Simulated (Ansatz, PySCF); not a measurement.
Species: sum formula SiOCl2, charge -1, multiplicity 2. 
Geometry from a B3LYP-D3(BJ)/def2-TZVP (Ansatz, a program for electronic structure) optimisation:
```xyz
4

Si    -0.5936    -0.3898     0.1391
O     -1.3824    -0.1057     1.4383
Cl    -0.3700     1.3241    -1.2153
Cl     1.5094    -0.9534     0.4239
```
Charge -1, spin multiplicity 2.

Total electronic energies in hartree. Correlated levels leave the core frozen unless marked. Open shells are spin-unrestricted. Spin-orbit coupling is left out. No relativistic terms. CBS marks a two-point X^-3 extrapolation of the correlation energy; Hartree-Fock from the larger set. [CCSD(T)-MP2]/basis is that difference in the basis named.

```tsv
level	program	energy (Eh)
HF/aug-cc-pV(Q+d)Z	Ansatz	-1283.05620
BLYP-D4/def2-TZVPD	Ansatz + dftd4	-1285.37154
B3LYP-D4/def2-TZVPD	Ansatz + dftd4	…
M06-2X/def2-TZVPD	PySCF	…
CAM-B3LYP/def2-TZVPD	Ansatz	…
CCSD/STO-3G	Ansatz	-1268.68358
CCSD/aug-cc-pV(D+d)Z	Ansatz	-1283.60310
CCSD(T)/cc-pVTZ	Ansatz	-1283.81203
RI-MP2/CBS(aug-cc-pV(T+d)Z,aug-cc-pV(Q+d)Z)+[CCSD(T)-MP2]/aug-cc-pV(D+d)Z	Ansatz	-1283.9502
```

Task: Some entries are withheld; supply them.

Result: 
- B3LYP-D4/def2-TZVPD, energy (Eh): -1285.42375
- M06-2X/def2-TZVPD, energy (Eh): -1285.28915
- CAM-B3LYP/def2-TZVPD, energy (Eh): -1285.37830
